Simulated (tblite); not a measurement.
Species: C2H8NPSi.
Numbering: `[CH3:1]/[CH:2]=[N:3]/[SiH2:4][PH2:5]` (hydrogens: H6, H7, H8 on C1; H9 on C2; H10, H11 on Si4; H12, H13 on P5)

Computed geometry: GFN2-xTB, gas phase.

**Question.** List the bond lengths, angles and torsions at this level.

**Answer.** 
```
               bond  length (Å)
              C1–C2       1.488
              C2=N3       1.254
             N3–Si4       1.711
             Si4–P5       2.249
C1–H6, C1–H7, C1–H8       1.088
              C2–H9       1.098
            Si4–H10       1.459
            Si4–H11       1.470
     P5–H12, P5–H13       1.382
```

Bonds in one row agree within 0.01 Å and their mean is given. A selection of angles:
```
      angle  degrees
   C2–C1–H6    109.7
   H6–C1–H7    107.5
   H6–C1–H8    109.7
   C1–C2–N3    121.7
   C1–C2–H9    115.1
   N3–C2–H9    123.2
  C2–N3–Si4    136.9
  N3–Si4–P5    107.2
 N3–Si4–H10    103.4
 N3–Si4–H11    118.9
 P5–Si4–H10    108.7
 P5–Si4–H11    106.2
H10–Si4–H11    112.0
 Si4–P5–H12     95.6
 H12–P5–H13     92.1
```

Dihedral angles: C1–C2–N3–Si4 -176° (antiperiplanar); C2–N3–Si4–P5 108° (anticlinal). The mirror-image conformer, all signs reversed, is as good.

Si4 (SiH2 silicon) is distorted tetrahedral (angles from 103.4° to 118.9°). P5 (three-coordinate phosphorus) is pyramidal (angles 95.6°, 95.2° and 92.1°, sum 282.9°, 0.83 Å off the plane of its three neighbours). N3 (C=N nitrogen) is bent (angle 136.9°).

Point group: C1 (no symmetry element, even within 0.4 Å). Its GFN2-xTB frequencies are all real (lowest 63 cm⁻¹). One conformer, not necessarily the lowest (C2–N3–Si4–P5 108°, N3–Si4–P5–H -48° and 45°). 2 starts were optimised and ended at 0.00 and 2.74 kcal/mol (GFN2-xTB); the lowest of these is shown.
